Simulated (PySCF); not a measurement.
C3H3, SMILES c1c[cH+]1, charge +1. Coordinates come from a PBE-D3(BJ)/def2-TZVP optimisation.

TDDFT-M06-2X/def2-SVPD in PySCF puts the lowest singlet excitations at 6.73, 7.23, 7.23, 7.52, 9.48, 9.48 eV.

Q: What are the lowest excitation roots from ADC(2)/aug-cc-pVDZ run with PySCF? (An estimate is asked for; the answer gives what the named calculation found.)

A: 7.69, 7.87, 7.87, 8.02, 9.84, 9.84 eV. S1 differs by 0.97 eV (second minus first; roots are paired by order, and the bases may differ).
